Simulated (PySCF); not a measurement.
**Working out the ionisation energy of Lu**

Lu [Xe] 4f14 5d1 6s2 (2D) → Lu⁺ [Xe] 4f14 6s2 (1S). All numbers are calculated (PySCF 2.14, the spin-free X2C one-electron Hamiltonian (Gaussian nucleus), in ANO-RCC-VTZP (8s7p5d3f2g1h, 104 functions)). Frozen: [Ar] 3d10. Energies in hartree (1 hartree = 27.21139 eV):

| part | Lu (lower) | Lu⁺ (upper) |
| --- | --- | --- |
| UHF | -14557.819625 | -14557.655899 |
| MP2 opposite-spin | -1.217815 | -1.209439 |
| MP2 same-spin | -0.764954 | -0.755332 |

Question: What does Hartree-Fock give?

Answer: (-14557.655899) − (-14557.819625) = 0.163726 hartree = 4.455 eV.

Question: What do MP2 and SCS-MP2 (6/5 opposite-spin, 1/3 same-spin) give?

Answer: The opposite-spin parts differ by 0.228 eV and the same-spin parts by 0.262 eV. MP2: 4.455 + (0.228) + (0.262) = 4.945 eV. SCS-MP2: 4.455 + 1.2 × (0.228) + (0.262)/3 = 4.816 eV.

Measured between the centres of the two terms (NIST): 5.278 eV, so MP2 (valence and next inner shell) is off by -0.333 eV.

What remains against the reference includes basis incompleteness, the frozen core and correlation beyond second order.
